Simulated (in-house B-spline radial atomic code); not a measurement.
**Ionising Cu13+ with different functionals**

Computed with a B-spline radial code for spherical atoms: non-relativistic Hamiltonian, point nucleus, spin-polarised at highest spin, spherical fractional occupations for the functionals. The ionisation energy is the difference of two self-consistent energies, [Ne] 3s2 3p4 → [Ne] 3s2 3p3, without Breit or QED terms; ε is the level of the shell that loses the electron (its least bound occupied spin orbital).

Hybrids are left out here: with spherical fractional occupations of an open shell their exact exchange keeps a self-interaction that integer-occupation calculations don't have.

| method | rung | ΔSCF (eV) | -ε(3p) (eV) |
| --- | --- | --- | --- |
| LDA exchange-only | LDA | 431.68 | 414.97 |
| LDA VWN5 | LDA | 434.61 | 417.69 |
| M06-L | meta-GGA | 432.74 | 416.68 |
| revTPSS | meta-GGA | 433.59 | 417.17 |

(1) How do they compare with the NIST value?

## Answers

(1) NIST lists 436.0 eV ± 0.6 (semi-empirical, ground level to ground level). Errors run from -4.32 to -1.39 eV; LDA VWN5 is closest (-1.39 eV), but part of that can be cancellation, since the calculations leave out relativity, Breit-QED terms, multiplet and fine-structure energies.
